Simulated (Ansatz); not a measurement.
```yaml
crystal:
  periodic: [false, false, false]
  atoms:
    - {symbol: Al, position_ang: [-0.950285, 0.215481, -1.247823]}
    - {symbol: Al, position_ang: [1.167940, -0.116954, 1.315909]}
    - {symbol: Cl, position_ang: [0.074810, 1.616554, -0.019771]}
    - {symbol: Cl, position_ang: [-0.036247, -1.519064, -0.022969]}
    - {symbol: Cl, position_ang: [3.123404, -0.252530, 1.078621]}
    - {symbol: Cl, position_ang: [-3.059498, 0.277626, -0.741352]}
    - {symbol: Cl, position_ang: [-0.187046, 0.190225, -3.275622]}
    - {symbol: Cl, position_ang: [0.042760, -0.193661, 3.157505]}
basis:
  gaussian: {orbitals: def2-mTZVP}
hamiltonian: {xc: {name: CAM-B3LYP}, dispersion: d3bj}
scf: {omitted_lower_state_checks: [starts]}
output: {forces: true}
```

```sh
$ ansatz run in.yaml --threads 4 --pin off --events-out ev --progress --plain --max-ram 4787MiB
```

Shortened log:

```
Functional definition: CAM-B3LYP
1494 factors; integrals over basis functions are off by at most 1.3e-3 eV
429 factors; integrals over basis functions are off by at most 8.4e-6 eV
mean field evaluation 1: about -88343.2258 eV, gradient 3.0e1 eV
mean field evaluation 2: about -88343.9099 eV, gradient 2.8e1 eV
mean field evaluation 4: about -88345.6661 eV, gradient 8.0e-1 eV
mean field evaluation 8: about -88345.7980 eV, gradient 8.9e-2 eV
mean field evaluation 16: about -88345.7981 eV, gradient 6.4e-5 eV
mean field -88345.79806402 eV, -3246.6481959201 hartree, gradient 6.4e-5 eV, S^2 0.000000; 0 other end points of the search recorded, 0 dependent functions left out
reference -88345.79823496 eV, -3246.6482022018 hartree; 64, 64 occupied and 112, 112 virtual orbitals, 1494 factors
Total energy: -88346.27076890 eV, -3246.6655675040 hartree
Atom 0 at    -0.950285     0.215481    -1.247823 Å, force    -1.213560    -0.905106    -1.068574 eV/Å
Atom 1 at     1.167940    -0.116954     1.315909 Å, force    -3.495800     0.087695     0.681248 eV/Å
Atom 2 at     0.074810     1.616554    -0.019771 Å, force     1.124749     0.805098     1.017048 eV/Å
Atom 3 at    -0.036247    -1.519064    -0.022969 Å, force     0.176078    -0.112104    -0.230282 eV/Å
Atom 4 at     3.123404    -0.252530     1.078621 Å, force     1.871536     0.010051    -0.222935 eV/Å
Atom 5 at    -3.059498     0.277626    -0.741352 Å, force     1.198867    -0.073598    -0.474515 eV/Å
Atom 6 at    -0.187046     0.190225    -3.275622 Å, force    -0.513038    -0.019382     1.209236 eV/Å
Atom 7 at     0.042760    -0.193661     3.157505 Å, force     0.851168     0.207346    -0.911227 eV/Å
Dipole moment:     0.486828     0.044493     0.136939 e Å
Checks for a lower state left out: starts
```

Hardware: 4 threads of Arm Neoverse V1 on a shared host. Wall time 6 s.
